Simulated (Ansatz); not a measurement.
Ansatz results at the PBE0-D4/def2-TZVP geometry: LUMO energy (PBE0/def2-TZVPP) 0.44 eV; HOMO–LUMO gap (PBE0/def2-TZVPP) 7.69 eV; size of the dipole moment (ωB97M-V/def2-TZVPP) 1.71 D.

Each molecule was computed in one conformer, which needn't be the lowest.

(1) Which molecule gave them?
A. `BC[SiH2][NH][AlH2]`
B. `CC1(F)[SiH2][SiH2]1`
C. `B/C=N\BF`
D. `CN([SiH3])CF`

Answers

(1) D. The others give `BC[SiH2][NH][AlH2]`: -1.30, 6.46, 1.70; `B/C=N\BF`: -1.60, 6.47, 2.42; `CC1(F)[SiH2][SiH2]1`: -0.44, 6.57, 1.66.
